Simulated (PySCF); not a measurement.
Vertical excitations of a molecule C₄H₄F₂ from TDDFT-M06-2X/def2-SVPD (PySCF), as energy in eV (oscillator strength): 6.02 (0.683), 6.36 (0.000), 7.00 (0.005), 7.13 (0.033), 7.63 (0.028), 7.81 (0.001), 7.86 (0.001), 8.32 (0.002), 8.58 (0.000), 8.84 (0.000). Lowest triplet (TDA): 3.53 eV. Geometry optimised at PBE0-D3(BJ)/def2-SVP. The values are those of a single conformer.

Task: Pick the molecule that these values belong to.
A) F[C@@H]1C=C[C@H]1F
B) FC1(F)C=CC1
C) C=C=CC(F)F
D) C=CC=C(F)F

Result: D, C=CC=C(F)F
